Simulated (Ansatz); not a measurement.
`C[SiH]1C=C1` + H₂ → `C1=C[SiH2]1` + CH₄ at 700 K and 1 bar (hydrogenolysis of the Si–C bond).

Gas-phase electronic energies from Ansatz, PBE0-D4/def2-TZVP geometries. CBS: MP2 limit from def2 TZ/QZ plus the TZ coupled-cluster correction, frozen cores. This one scheme is used for every species.

| species | CCSD(T)/CBS energy (Eh) | H − E (kJ/mol) | S (J/(mol·K)) |
| --- | --- | --- | --- |
| `C[SiH]1C=C1` | -406.78530 | 265.7 | 405.8 |
| H₂ | -1.17544 | 46.8 | 155.3 |
| `C1=C[SiH2]1` | -367.50726 | 170.7 | 330.3 |
| CH₄ | -40.46206 | 145.9 | 224.0 |

H − E and S are ideal-gas, rigid-rotor, harmonic terms from PBE0-D4/def2-TZVP. The MP2-based limit puts H₂ 0.8 mEh under its directly extrapolated value; such offsets cancel only in part. 1 Eh = 2625.50 kJ/mol, R = 8.31446 J/(mol·K).

Question: By hand: ΔE, ΔH, ΔS and ΔG.

Answer: ΔE = (-367.50726) + (-40.46206) − (-406.78530) − (-1.17544) = -0.00858 Eh = -22.5 kJ/mol. Δ(H − E) = 170.7 + 145.9 − 265.7 − 46.8 = 4.1, so ΔH = -18.4 kJ/mol. ΔS = 330.3 + 224.0 − 405.8 − 155.3 = -6.8 J/(mol·K). ΔG = -18.4 − 700 × (-6.8)/1000 = -13.6 kJ/mol.

Question: By hand: the equilibrium constant, and the temperature at which ΔG would vanish if ΔH and ΔS stayed fixed.

Answer: log₁₀ K = −ΔG/(RT ln 10) = 1.0. ΔG = 0 at ΔH/ΔS = 2706 K, far beyond where these terms or the molecules hold.

The number of gas molecules stays the same, so ΔS is small and ΔH decides. A doubt of 5 kJ/mol in ΔE shifts log₁₀ K by 0.4 here. These are equilibria of isolated gas molecules and say nothing of rates. Largest T1 diagnostic: 0.013 (customary marks: 0.02 for closed shells, 0.045 for open ones).
